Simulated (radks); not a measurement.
Task: Excited configurations of B III: one electron is placed in a higher orbital outside [He]. The ground configuration is [He] 2s1. All-electron calculation, scalar-relativistic Kohn-Sham, r2SCAN, spin-polarised, spherical densities, finite nucleus; open shells are filled with parallel spins first; meta-GGA in the generalised Kohn-Sham scheme; Fermi nuclear charge, rms radius 2.406 fm. Program: a radial shooting solver on a logarithmic mesh with Libxc functionals. Excitation = E - E(ground); binding = E(ion) - E, where the ion is the core of charge +3; n* = 3/sqrt(2 binding) in atomic units, and the quantum defect is n - n*.

| outer orbital | excitation (eV) | binding (eV) | n* | quantum defect | eigenvalue (eV) | <r> (bohr) |
|---|---|---|---|---|---|---|
| 3d | 24.694 | 13.183 | 3.048 | -0.048 | -10.744 | 3.576 |
| 4s | 29.286 | 8.591 | 3.775 | 0.225 | -7.537 | 7.150 |
| 4f | 30.365 | 7.511 | 4.038 | -0.038 | -6.084 | 6.103 |
| 5p | 32.772 | 5.105 | 4.898 | 0.102 | -4.459 | 11.80 |
| 5d | 32.946 | 4.931 | 4.983 | 0.017 | -4.247 | 11.51 |
| 6p | 34.327 | 3.549 | 5.874 | 0.126 | -3.111 | 17.19 |
| 6f | 34.422 | 3.454 | 5.954 | 0.046 | -2.958 | 16.01 |
| 7s | 35.182 | 2.695 | 6.741 | 0.259 | -2.377 | 22.91 |
| 7d | 35.328 | 2.549 | 6.931 | 0.069 | -2.232 | 23.43 |

Estimate the row for 6s.

Result: excitation (eV) 34.176; binding (eV) 3.701; n* 5.752; quantum defect 0.248; eigenvalue (eV) -3.261; <r> (bohr) 16.66. The Delta-SCF ionisation energy is 37.877 eV (NIST Atomic Spectra Database: 37.931 eV, measured). Self-interaction in the functional shifts the binding energies and quantum defects, so they are the method's values and not measured ones.
